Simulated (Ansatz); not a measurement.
Relaxation of Cl$_{2}$FGeH$_{5}$O$_{2}$Si (12 atoms, charge 0, multiplicity 1), to a largest force component of 0.03 eV/Å in at most 50 steps.

All numbers below come from RHF/def2-SVP (Ansatz).

```xyz
12
Properties=species:S:1:pos:R:3
Ge -0.117 0.382 -0.239
F -0.200 0.252 1.450
Cl 1.878 0.549 -0.885
O -0.903 1.866 -0.636
H -1.810 1.827 -0.905
Cl -1.229 -1.188 -1.145
O 1.023 -2.057 1.027
Si 0.635 -3.670 0.966
H 1.322 -4.243 -0.205
H 1.084 -4.350 2.204
H -0.825 -3.861 0.829
H 0.846 -1.554 1.836
```

**Question.** Where does it end, and by what steps?

**Answer.** It converged. After 13 steps the energy has fallen by 0.077 eV; H5 moved furthest, 0.49 Å.

| step | energy less start (eV) | largest force component (eV/Å) | accepted |
| --- | --- | --- | --- |
| 0 | 0.0000 | 1.116 | yes |
| 1 | -0.0550 | 0.316 | yes |
| 2 | -0.0617 | 0.182 | yes |
| 3 | -0.0654 | 0.169 | yes |
| 4 | -0.0684 | 0.095 | yes |
| 5 | -0.0705 | 0.188 | yes |
| 6 | -0.0741 | 0.114 | yes |
| 7 | -0.0748 | 0.311 | yes |
| 8 | -0.0757 | 0.135 | yes |
| 9 | -0.0738 | 0.387 | no |
| 10 | -0.0759 | 0.053 | yes |
| 11 | -0.0765 | 0.146 | yes |
| 12 | -0.0766 | 0.042 | yes |
| 13 | -0.0771 | 0.029 | yes |

```xyz
12
Properties=species:S:1:pos:R:3
Ge -0.176 0.550 -0.437
F -0.347 0.253 1.241
Cl 1.861 0.654 -0.944
O -0.884 2.090 -0.753
H -1.810 2.202 -0.591
Cl -1.225 -0.990 -1.449
O 0.990 -2.227 1.075
Si 0.724 -3.857 1.104
H 1.379 -4.423 -0.088
H 1.297 -4.470 2.326
H -0.725 -4.166 1.075
H 0.619 -1.661 1.735
```

Whether the end is a true minimum wasn't checked by a vibrational analysis.

Time of the run: 63 s on 4 threads of Arm Neoverse N1, with other jobs on the host, peak memory 0.52 GiB.
